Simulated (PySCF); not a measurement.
Does the structure fit the spectrum?

A compound C3H12O2Si3 gives the data below (simulated from a calculation) and was assigned the structure `C=CC[SiH](O[SiH3])O[SiH3]`.

¹³C{¹H} NMR (computed): δ 155.4 (C), 138.5 (CH2), 21.8 (CH3).

¹H NMR (400 MHz, computed): δ 5.87 (m, 1H), 5.76 (m, 1H), 5.04 (s, 6H), 4.72 (s, 1H), 1.87 (s, 3H).

Computed data (PySCF 2.14): geometry from PBE0-D3(BJ)/def2-SVP, GIAO CAM-B3LYP/pcSseg-1 shieldings. Averaged over atoms made equivalent by symmetry, fast rotation or ring inversion, single conformer, no solvent, non-relativistic.

Shifts are taken against calculated references (same method and geometry level): ¹H (σref 31.33), ¹³C (σref 182.45) against TMS.

**Question.** Compare with the shifts computed for the proposed structure, pairing carbons in order of shift.

**Answer.** Numbering as in the mapped SMILES `[CH2:1]=[CH:2][CH2:3][SiH:4]([O:5][SiH3:6])[O:7][SiH3:8]` (H(Xn): hydrogen on atom n).

| atom | computed for proposal | given list | difference |
| --- | --- | --- | --- |
| C2 | 145.0 | 155.4 | -10.4 |
| C1 | 127.1 | 138.5 | -11.4 |
| C3 | 29.5 | 21.8 | +7.7 |

The rms difference is 9.9 ppm and the largest -11.4 ppm at C1 (terminal =CH2 carbon). The carbon types in order of shift don't match either: CH, CH2, CH2 for the proposal against C, CH2, CH3 in the data. The proposal doesn't fit.

**Question.** Which isomer fits?

**Answer.** SMILES C=C(C)[SiH](O[SiH3])O[SiH3].

- Carbon types of the structure: 1 × C, 1 × CH2, 1 × CH3, leaving 7 H on heteroatoms.
- δC 155.4: fully substituted alkene carbon; the olefinic region.
- δC 138.5: terminal =CH2 carbon; an sp2 carbon of a C=C bond.
- δH 5.87, 5.76: hydrogen on a terminal =CH2 carbon; olefinic region.
- δH 1.87: hydrogen on an allylic methyl carbon; allylic position.

The data come from this structure; uniqueness wasn't tested.

Shifts are as computed, not scaled to solution data. Of 1309 compounds with measured shifts, 239 miss one by over three times the rms of a fit or turn the order of signals round; such compounds aren't used in these exercises. Multiplicities follow the n + 1 count of equivalent neighbours, as no J values were calculated; m marks all less simple cases, F and P coupling included.
